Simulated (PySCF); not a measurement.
Ligand exchange on a metal centre used in film growth or etching (W OH-NH2). All species are isolated molecules in the gas phase. One relaxed conformer stands for each flexible species; it need not be the lowest.

Method: PBE-D3(BJ)/def2-TZVP // PBE-D3(BJ)/def2-SVP (PySCF). 

```tsv
species	coordination number	HOMO–LUMO gap (eV)	LUMO (eV)	charge on the central atom (Mulliken) (e)
0 of 6 OH replaced by NH2 ([W(OH)6])	6	3.66	…	1.24
1 of 6 OH replaced by NH2 ([W(OH)5(NH2)])	…	3.17	-3.17	1.21
5 of 6 OH replaced by NH2	…	2.98	-2.17	0.90
6 of 6 OH replaced by NH2	…	3.00	-1.92	1.08
```

Fill in the missing entries.


- 0 of 6 OH replaced by NH2 ([W(OH)6]), LUMO (eV): -3.47
- 1 of 6 OH replaced by NH2 ([W(OH)5(NH2)]), coordination number: 6
- 5 of 6 OH replaced by NH2, coordination number: 6
- 6 of 6 OH replaced by NH2, coordination number: 6
